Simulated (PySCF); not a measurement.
C2F5, SMILES F[C](F)C(F)(F)F (connectivity only; charge and spin as stated), charge +1, multiplicity 1.

Coordinates come from a PBE0-D3(BJ)/def2-SVP optimisation. The spin state was assumed, not searched. The isomer is the one that the SMILES or the coordinates give; other isomers of the formula were not compared.

All values below come from PBE/def2-TZVP in PySCF.

Symmetry labels are those of the subgroup Cs that the program uses (full group Cs).

Problem. List the valence orbital energies around the gap with their symmetry. (An estimate is asked for; the answer gives what the named calculation found.)

Solution. 
| orbital | symmetry | energy (eV) |
|---|---|---|
| HOMO−7 | A" | -20.24 |
| HOMO−6 | A" | -19.56 |
| HOMO−5 | A" | -17.93 |
| HOMO−4 | A' | -17.93 |
| HOMO−3 | A' | -17.23 |
| HOMO−2 | A" | -17.09 |
| HOMO−1 | A' | -16.45 |
| HOMO | A" | -16.34 |
| LUMO | A' | -11.97 |
| LUMO+1 | A' | -6.34 |
| LUMO+2 | A" | -4.93 |
| LUMO+3 | A' | -3.16 |
